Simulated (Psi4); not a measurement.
hydrogen peroxide (H2O2), singlet, geometry from GFN2-xTB. Base run: SVWN/cc-pVDZ run with Psi4.

Here is a job for Psi4.
```
memory 2 GB

molecule {
0 1
  O    -0.02311961    0.70996455   -0.01256427
  O     0.02311961   -0.70996455    0.01256427
  H     0.91389752    0.94248526   -0.03262698
  H    -0.91389752   -0.94248526    0.03262698
}

set basis cc-pvdz

energy('svwn')
print_variables()
```

Each row names what was changed in the base input (with any setting that the change needs).

```tsv
change	basis functions	E (Eh)
base	38	-150.81509
basis = 3-21G	22	-149.96196
basis = 6-31G*	34	-150.80063
basis = 6-311++G**	58	-150.87080
basis = def2-SVPD	62	-150.71987
basis = aug-pcseg-1	64	-150.80321
basis = 6-311+G(2d,p)	66	-150.87619
basis = cc-pVTZ	88	-150.88372
basis = pcseg-2	88	-150.89050
basis = def2-TZVPP	90	-150.89206
basis = aug-cc-pVTZ	138	-150.89062
basis = cc-pVQZ	170	-150.89877
basis = def2-QZVPP	174	-150.90350
```

Totals compare only among sets that treat the same electrons; sets with core potentials leave the core out.
